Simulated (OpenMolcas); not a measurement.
Os V: effect of the IPEA shift

```yaml
Program: OpenMolcas 26.06
Basis: ANO-RCC-VQZP [9s8p6d4f3g2h]
Scalar_Hamiltonian: DKH2, point nucleus
Active_space: 4 electrons in 10 orbitals (5d 6d)
State_averaging: 2S+1 = 5 even, 5 roots; 2S+1 = 3 even, 45 roots; 2S+1 = 1 even, 50 roots
Spin-orbit_coupling: state interaction with AMFI integrals over the reference wave functions, term energies averaged over their components
```

Methods on the same reference wave functions:
A. CASSCF
B. MS-CASPT2, IPEA 0 Eh, imaginary shift 0.1 Eh (closed shells correlated: 5s 5p)
C. MS-CASPT2, IPEA 0.25 Eh, imaginary shift 0.1 Eh (closed shells correlated: 5s 5p)

Energies in cm-1 above 5d4 5D0, the measured ground level; measured values from the list in Palmeri et al., Atoms 14, 22 (2026).

```
            Level      A      B      C  Measured
   5d4 5D0 [62 %]    0.0    0.0    0.0       0.0
          5d4 5D1   3636   4510   4390      4311
          5d4 5D2   7193   8380   8210      8083
          5d4 5D3  10275  11330  11190     11018
   5d4 5D4 [67 %]  12743  13240  13200     12966
5d4 3P0(1) [50 %]  20263  18370  18570          
   5d4 3H4 [57 %]  21825  20790  20860     20374
   5d4 3G3 [61 %]  26446  24370  24580     23942
          5d4 3H5  27040  25820  25970     25344
       5d4 3P1(1)  27713  24670  25100     24680
5d4 3F2(1) [67 %]  27721  24710  25060          
   5d4 3H6 [75 %]  29421  28250  28350     27669
          5d4 3G5  39530  37750  37950     37016
   5d4 1I6 [75 %]  41737  40190  40220     39284
          5d4 3D1  42530  39100  39450     38536
       5d4 1S0(1)  48972  45030  45480          
   5d4 1F3 [64 %]  52593  47620  47880     46549
5d4 3P2(2) [66 %]  57090  51380  51670          
5d4 3F4(2) [56 %]  59441  55210  55230          
5d4 3F2(2) [61 %]  61759  56500  56870          
       5d4 3F3(2)  62539  57420  57660     55872
       5d4 3P1(2)  63734  57420  57920     55988
       5d4 3P0(2)  66874  60510  61120          
       5d4 1G4(2)  67419  61490  61790
```

Deviations, from unrounded energies. A percentage is the sum of absolute deviations over the sum of measured energies, with the sign that they share, or ± where signs differ.

```json
{"Against measurement": "mean absolute deviation (cm-1)", "Levels": "15", "A": "2800", "B": "620", "C": "750"}
{"Against measurement": "fine structure of the ground term (%)", "Levels": "4", "A": "-7.0", "B": "+3.0", "C": "+1.7"}
{"Against measurement": "other terms of the ground configuration (%)", "Levels": "11", "A": "+10.1", "B": "±2.1", "C": "+2.7"}
```

B lies closest to measurement on these levels and A furthest from it. The largest miss of B in the table is 5d4 3F3(2), by +1500 cm-1. The ranking rests on the paired levels alone, and a cruder setting can come out closer through cancelling errors.

Between B and C the level of the table that moves most is 5d4 3P0(2), by 610 cm-1 (lowest in B, highest in C). Moves below CASPT2's spread within the term are not significant.

The mean deviations of B to C differ by less than CASPT2's widest spread within a term (870 cm-1), so their order carries little weight.

From A to B the spin-free energies of the other terms of 5d4 shown, above 5D, scale by factors of 0.75 to 0.88, as is usual when dynamic correlation screens the repulsion within a d or f shell.

The lowest spin-free term lies below A's lowest term by 0.311 hartree in B, 0.304 hartree in C.

CASPT2 does not keep the components of a term degenerate, so their means are used; among the terms shown or strongly mixed into the levels shown the widest spread is 870 cm-1 (5d4 1F, C). Active for correlation alone: 6d; no level in the range computed is led by a configuration that fills it, so any true level of that kind is missing. Without dynamic correlation excited terms often stand tens of per cent too high (terms of higher spin than the ground term too low), and those without a measured partner can miss by more than the paired ones (holds for A). The CASPT2 spread within a term exceeds the gap to the next term for 5d4 3H and 5d4 3P(1), 5d4 1I and 5d4 3D, so the order of their levels is uncertain (holds for C). Measured partners are found by configuration, term and J. A level has none where our copy of the source lacks it or the pairing is in doubt (some pairs that miss far off the trend of their configuration count as doubtful), and it then counts in no deviation. Levels of configurations outside the active space are missing. Levels that lie high or do not pair safely by name in every column are left out.

A share in square brackets marks a mixed level and gives the weight of the term that names it, the lowest over the columns. A number in round brackets counts repeated terms of one configuration in the order of the reference energies.
